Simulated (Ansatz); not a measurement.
Compare A (`[GaH2][GeH2][TeH]`) with its isomer B (`[GaH2][Te][GeH3]`).

Isolated molecules relaxed with PBE0-D4/def2-TZVP in Ansatz; ΔE leaves out vibrations. CBS: MP2 limit from def2 TZ/QZ plus the TZ coupled-cluster correction, frozen cores. DFT in def2-TZVPP. B3LYP here is the variant with VWN-RPA as its local correlation; programs differ in this. Elements past krypton have def2 core potentials. For Ga, Ge, Te outer-core shells are correlated without core-valence functions, which leaves a few kJ/mol of doubt a bond. Scalar relativity is left out up to krypton.

A:

Z-matrix (Å, degrees):
```
Ge
Te 1 2.570
Ga 1 2.447 2 106.8
H 1 1.542 2 108.5 3 122.5
H 1 1.544 2 108.9 3 -121.4
H 2 1.658 1 93.3 3 -174.1
H 3 1.570 1 120.2 2 162.7
H 3 1.569 1 119.2 2 -17.3
```

B:

```xyz
8

Ga    0.203   -2.082    0.244
Te    0.369   -0.459   -1.664
Ge   -0.148    1.607   -0.238
H    -0.126   -1.520    1.665
H     0.446   -3.585   -0.110
H    -1.453    2.247   -0.736
H     1.002    2.614   -0.389
H    -0.293    1.179    1.229
```

(1) Which isomer does CCSD(T)/CBS put lower? Give the gap. (Best estimate.)

(2) Give E(B) − E(A) in kJ/mol with B3LYP, B3LYP-D4, CCSD(T)/def2-TZVPP, BLYP-D4, CCSD/def2-TZVPP, LDA (SPW92), ωB97M-V. (Estimate.)

(3) Does the order hold for the free energy at 298.15 K (harmonic terms from PBE0-D4)? (An estimate is asked.)

Largest T1 diagnostic: 0.012.

Results:

(1) Computed: B, by 86.4 kJ/mol.

(2) The calculation gave: B3LYP -79.7, B3LYP-D4 -81.1, CCSD(T)/def2-TZVPP -83.5, BLYP-D4 -78.6, CCSD/def2-TZVPP -81.9, LDA (SPW92) -83.6, ωB97M-V -81.9. None reverses the order clearly.

(3) The calculation gave: Yes: G(B) − G(A) = -77.4 kJ/mol. Modes under 60 cm⁻¹, often nearly free rotors, make the harmonic entropy too high.

At CCSD(T), def2-SVP lies −3.6 kJ/mol from the extrapolated value and def2-TZVPP +2.9 kJ/mol. From BLYP to BHLYP (50 % exact exchange), in def2-TZVPP and without D4, E(B) − E(A) moves by −7.1 kJ/mol.
